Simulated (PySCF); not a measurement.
Telling isomers of C2H4BFO2 apart by NMR

[PySCF: GIAO PBE0/pcSseg-1 shieldings; geometry from PBE0-D3(BJ)/def2-SVP; couplings computed with B3LYP/pcJ-1 (spin–dipole term left out of most H,H and C,H couplings); one averaged value for each set of equivalent atoms; a single conformation; non-relativistic Hamiltonian; in vacuum]

Referencing at the same level of theory: TMS for 1H, 13C. Multiplet labels drop J under 1 Hz and among equivalent protons, and merge close values. Unscaled 3J(H,H) run several per cent high. One-bond C–F couplings are unscaled and too large by tens of Hz. Carbons bonded to boron are broad in practice. Shifts are as computed. Against solution values, carbons near 30 ppm lie about +2 ppm off and those near 130 ppm about +5 ppm. Of 1211 compounds with measured shifts, 218 miss one by over three times the rms of a fit or turn the order of signals round; such compounds aren't used in these exercises. OH and NH positions are gas-phase values without hydrogen bonding to other molecules.

(1) Tabulate the signals of `FB1OCCO1`, `C=C(F)B(O)O`, `C=COB(O)F` and their relative energies.

(2) What is the quickest way to tell FB1OCCO1 from C=COB(O)F?

(3) What is the quickest way to tell C=C(F)B(O)O from C=COB(O)F?

(4) What is the quickest way to tell FB1OCCO1 from C=C(F)B(O)O?

Results:

(1) 
```tsv
SMILES	carbon types	δC	δH	E rel. (kcal/mol)
FB1OCCO1	2×CH2	66.8	4.21 (s, 4H)	0.0
C=C(F)B(O)O	1×C 1×CH2	174.0, 115.8	5.64 (d, 1H), 5.54 (d, 1H), 2.98 (br s, 2H)	39.7
C=COB(O)F	1×CH 1×CH2	152.5, 104.2	6.31 (dd, 1H), 5.66 (dd, 1H), 4.71 (ddd, 1H), 3.64 (br s, 1H)	7.3
```

Energies are electronic energies at PBE0/pcSseg-1 on these geometries, without zero-point or thermal terms, each for the one conformer computed, which needn't be the lowest.

(2) Count the carbon signals: 1 against 2. The first has an sp3 CH2 bonded to O at 66.8 ppm, the second an alkene carbon bearing oxygen (CH) at 152.5 ppm. In the proton spectra the most deshielded non-exchanging signals are 4.21 (s, 4H) and 6.31 (dd, J = 16.1, 8.3 Hz, 1H).

(3) Both give the same number of carbon signals, but DEPT or the intensities differ. The first has a fully substituted alkene carbon (C) at 174.0 ppm, the second an alkene carbon bearing oxygen (CH) at 152.5 ppm. In the proton spectra the most deshielded non-exchanging signals are 5.64 (d, J = 46.5 Hz, 1H) and 6.31 (dd, J = 16.1, 8.3 Hz, 1H).

(4) Count the carbon signals: 1 against 2. The first has an sp3 CH2 bonded to O at 66.8 ppm, the second a fully substituted alkene carbon (C) at 174.0 ppm. In the proton spectra the most deshielded non-exchanging signals are 4.21 (s, 4H) and 5.64 (d, J = 46.5 Hz, 1H).
